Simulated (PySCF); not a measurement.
Unrelated species, one level of theory. Theory: TDDFT wB97X-D/def2-SVPD, vertical, gas phase, core orbitals frozen in the response in PySCF. Geometries: GFN2-xTB; one conformer of each isolated species. Triplets are in the Tamm–Dancoff approximation.

Task: Rank by computed S1–T1 gap, lowest first.
A. `s1nnc([SiH3])c1F`
B. `CCC#C[Si@H](C)P`
C. `C/C([SiH3])=P\C1CC1`
D. `FC(F)(F)OC(F)(F)F`

Result: D (0.13 eV), A (0.71 eV), B (0.94 eV), C (1.70 eV).

```json
{"SMILES": "FC(F)(F)OC(F)(F)F", "S1−T1 (eV)": "0.13", "S1 (eV)": "11.70", "T1 (eV)": "11.57", "S1 mainly": "H→L (92%)", "T1 mainly": "H→L (87%)", "f(S1)": "0.008"}
{"SMILES": "Fc1snnc1[SiH3]", "S1−T1 (eV)": "0.71", "S1 (eV)": "4.05", "T1 (eV)": "3.34", "S1 mainly": "H→L (96%)", "T1 mainly": "H→L (87%)", "f(S1)": "0.002"}
{"SMILES": "CCC#C[Si@H](C)P", "S1−T1 (eV)": "0.94", "S1 (eV)": "5.98", "T1 (eV)": "5.04", "S1 mainly": "H-1→L (32%)", "T1 mainly": "H→L (35%)", "f(S1)": "0.001"}
{"SMILES": "C/C([SiH3])=P\\C1CC1", "S1−T1 (eV)": "1.70", "S1 (eV)": "4.38", "T1 (eV)": "2.68", "S1 mainly": "H-1→L (81%)", "T1 mainly": "H→L (93%)", "f(S1)": "0.016"}
```

H and L stand for HOMO and LUMO. For `CCC#C[Si@H](C)P` and `C/C([SiH3])=P\C1CC1` the leading configurations of S1 and T1 differ. Singlets come from full response and triplets from the Tamm–Dancoff approximation.
